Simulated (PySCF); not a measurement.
Gas-phase reaction: GaHCl2 + HI ⇌ GaI + Cl2 + H2. Level: ωB97M-V/def2-TZVP†; standard pressure 1 bar.

Energies from PySCF, thermal terms from the rigid-rotor harmonic-oscillator model, ideal gas at 1 bar. † marks an energy on the PBE0/def2-TZVP geometry and frequencies. All species are closed-shell singlets. I: scalar-relativistic def2 core potential, no spin-orbit coupling. Ga: all electrons, no relativistic terms. GaHCl2: computed as isolated molecules; such fragments, hydroxides, amides, oligomers or adducts are transient or little studied in the gas. The harmonic model lacks anharmonicity and excited electronic states, which grow with temperature; levels with a mode under 35 cm⁻¹ are left out.

```json
[
 {"T (K)": "500", "1000/T (1/K)": "2.0000", "log10 K": "-24.08"},
 {"T (K)": "600", "1000/T (1/K)": "1.6667", "log10 K": "-19.12"},
 {"T (K)": "800", "1000/T (1/K)": "1.2500", "log10 K": "-12.93"},
 {"T (K)": "1000", "1000/T (1/K)": "1.0000", "log10 K": "-9.22"},
 {"T (K)": "1200", "1000/T (1/K)": "0.8333", "log10 K": "-6.75"},
 {"T (K)": "1400", "1000/T (1/K)": "0.7143", "log10 K": "?"}
]
```

**Question.** Fit log10 K = a + b·(1000/T) to the five rows, get the mean ΔH° and ΔS°, and predict log10 K at 1400 K.

**Answer.** Means: 1000/T = 1.3500, log10 K = -14.420. Sums of products about the means: Sxy = -13.69958, Sxx = 0.922278, so b = Sxy/Sxx = -14.85 and a = -14.420 − (-14.85)×1.3500 = 5.63.
ΔH° = −R ln 10 × 1000 K × b = −19.145 × (-14.85) = 284 kJ; ΔS° = R ln 10 × a = 108 J/K. The run's own values go from 285 kJ and 109 J/K at 500 K to 280 kJ and 104 J/K at 1400 K.
Prediction at 1400 K: 5.63 + (-14.85)×0.7143 = -4.98. The computed value is -5.01, 0.03 from the line.
For scale, ΔH°(298 K) is 284 kJ at this level, 304 kJ at ωB97X-V/def2-TZVP†, and runs from 226 to 347 kJ over the 18 levels computed.
